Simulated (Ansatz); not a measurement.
Reaction (redistribution): `F[CH]([GaH2])[SiH2]Cl` + `N[SiH3]` → `[SiH3][GaH2]` + `NC(F)[SiH2]Cl`

Program: Ansatz. Geometries: PBE0-D4/def2-TZVP. ΔE: electronic, gas phase. CCSD(T)/CBS adds triple-zeta CCSD(T) − MP2 to the extrapolated MP2 energy (def2 sets, frozen cores). This one scheme is used for every species. Functionals use def2-TZVPP. For Ga outer-core shells are correlated without core-valence functions, which leaves a few kJ/mol of doubt a bond. Scalar relativity is left out up to krypton. Each species was taken in one conformer, which may not be the lowest.

CCSD(T)/CBS gives +12.0 kcal/mol.

Q: Another level gave +11.4 kcal/mol. Which?
A. SCS-MP2/def2-TZVPP
B. PBE0/def2-TZVPP
C. HF/def2-TZVPP
D. r2SCAN/def2-TZVPP

A: C. HF/def2-TZVPP 11.4, r2SCAN 9.0, PBE0 7.1, SCS-MP2/def2-TZVPP 12.9 kcal/mol.

Largest T1 diagnostic among the species: 0.013.

From PBE to PBE0 (25 % exact exchange), in def2-TZVPP and without D4, ΔE moves by +1.3 kcal/mol.
